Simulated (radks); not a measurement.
Values are calculated unless marked as measured or tabulated.
Effect of the nuclear size on the phosphorus ion P2+, [Ne] 3s2 3p1. Code: a radial shooting solver on a logarithmic mesh with Libxc functionals. Model: Dirac Kohn-Sham, relativistic LDA (MacDonald-Vosko exchange, VWN5 correlation), spin-unpolarised, spherical densities, finite nucleus; open shells fill j = l - 1/2 first; Fermi nuclear charge, rms radius 3.1889 fm. The rms radius is varied about that value; shifts are against it.

| rms radius (fm) | total energy shift (eV) | density at nucleus (e/bohr^3) | 1s1/2 shift (meV) | 2s1/2 shift (meV) |
|---|---|---|---|---|
| 2.6404 | -0.00231 | 2372 | -0.961 | -0.064 |
| 3.0518 | -0.000616 | 2367 | -0.257 | -0.017 |
| 3.1889 | 0 | 2365 | 0.000 | 0.000 |
| 3.3515 | 0.000765 | 2363 | 0.319 | 0.021 |
| 3.8681 | 0.00344 | 2358 | 1.44 | 0.095 |

Slopes of the eigenvalues against <r^2> in GHz/fm^2, as finite differences over the two radii next to the reference (eigenvalue slopes, not the field-shift constants of lines): 1s1/2 72.5, 2s1/2 4.82.
